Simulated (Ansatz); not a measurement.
# Abstraction of F: C2HF + InH2 → C2H + InH2F

Species: C2HF (fluoroacetylene) `C#CF`, singlet; InH2 `[InH2]`, doublet; C2H `[C]#C`, doublet; InH2F `[F][InH2]`, singlet. A radical takes F: the energy is the difference in strength between the C–F bond broken and the In–F bond made.

Shapes, held fixed at every level: PBE0-D4/def2-TZVP. Programs: Ansatz 0.2.0. The zero-point and thermal change to 298 K, harmonic and unscaled (PBE0-D4/def2-TZVP), is -2.6 kJ/mol.

(1) Estimate ΔH(298 K) of this reaction.

## Answers

(1) B2PLYP/def2-TZVPP gives ΔH(298 K) = +57.2 kJ/mol; the levels span +18.2 to +76.5. The median of the levels is +57.2. No measured value is set beside it here. Spin contamination: C2H (⟨S²⟩ up to 1.11). Open shells run unrestricted unless RO is named. For atoms past krypton def2 sets carry core potentials with scalar relativity. Correlated rows may include outer-core shells of In, which these sets cover unevenly. Times are processor times on shared x86 and Arm servers, and rough.

```
                level                    kind  ΔH(298 K) (kJ/mol)  CPU time (sum over the molecules)
          HF/def2-SVP            Hartree–Fock               +18.2                                  –
    PBE-D4/def2-TZVPP                     GGA               +76.5                               10 s
 r2SCAN-D4/def2-TZVPP                meta-GGA               +51.2                               18 s
  B3LYP-D4/def2-TZVPP           global hybrid               +66.2                               11 s
r2SCAN0-D4/def2-TZVPP           global hybrid               +53.9                               14 s
   wB97M-V/def2-TZVPP  range-separated hybrid               +65.9                               37 s
    B2PLYP/def2-TZVPP           double hybrid               +57.2                               20 s
```
